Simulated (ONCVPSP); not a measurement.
**Before and after: ONCV potential for Ga (Z = 31)**

* Element: gallium
* Generator: ONCVPSP 4.0.1
* Type: optimised norm-conserving Vanderbilt (ONCV)
* Functional: PBE
* Relativity: scalar-relativistic
* Frozen core: [Ar]
* Valence charge: 13
* Reference configuration: 3d10 4s1 (charge +2)
* Partial waves: 4s: rc 1.75 bohr, ncon 4, nbas 8, qcut 4.5 1/bohr, 3 projectors, debl 2.5 Ha; p scattering state at 0.14 Ha: rc 1.40 bohr, ncon 4, nbas 7, qcut 6.6 1/bohr, 2 projectors, debl 2.1 Ha; 3d: rc 0.85 bohr, ncon 5, nbas 10, qcut 14.5 1/bohr, 1 projector
* Local potential: polynomial inside 0.65 bohr (lpopt 5, dvloc0 2 Ha)
* Core correction: Teter function, fcfact 1.75, rcfact 1.45

All-electron outer shells of the reference configuration (PBE, scalar-relativistic, ld1.x):

```csv
shell,level (eV),outermost node (bohr),outermost maximum (bohr)
3p,-119.20,0.24,0.56
3d,-39.36,–,0.53
4s,-26.07,0.80,1.78
```

Change: p: rc 1.3.

Cutoffs: the cutoffs (Ha) at which the residual kinetic energy of the hardest occupied pseudo-wave falls to 1 and 0.1 mHa per electron; they do not see the model core or the augmentation charge, which bear on the density cutoff. Errors are all-electron minus pseudo energies relative to the spin-unpolarised reference configuration.

How do hardness, ghosts and transferability respond?

The potential gets neither clearly harder nor softer (227 Ha and 503 Ha → 227 Ha and 503 Ha); both files keep a bound ghost (p, s); the lowest positive-energy flag moves from none to p at 36.1 eV; of the 4 tests that both files solve, the error grows in 1 and shrinks in 1 by more than 15 % and 0.3 meV (median size 21.0 → 30.3 meV).

| quantity | base | changed |
| --- | --- | --- |
| cutoff, loose | 227 Ha | 227 Ha |
| cutoff, tight | 503 Ha | 503 Ha |
| bound ghosts | s, p | s, p |
| GHOST(+) flags under 300 eV | none | p at 36.1 eV |
| error for 3d10 4s2 4p1, meV [ΔE -26.82 eV] | -18 | +37 |
| error for 3d10 4s2, meV [ΔE -21.13 eV] | +12 | +12 |
| error for 3d10 4s0, meV [ΔE 31.27 eV] | +24 | +24 |
| error for 3d10 4s1 4p2, meV [ΔE -20.28 eV] | -62 | +50 |
| s: phases at 1.78 bohr within 0.05 rad from the reference energy up to (Ha; the scan ends near 5) | to the end of the scan | to the end of the scan |
| d: phases at 0.86 bohr within 0.05 rad from the reference energy up to (Ha; the scan ends near 5) | to the end of the scan | to the end of the scan |
| rms error of d²Exc/dni dnj with the model core, mHa | 5.92 | 5.92 |

 A true bound ghost makes a file unfit for plane-wave use even where its test errors are small: the radial tests pick states by their node count and pass the ghost by.
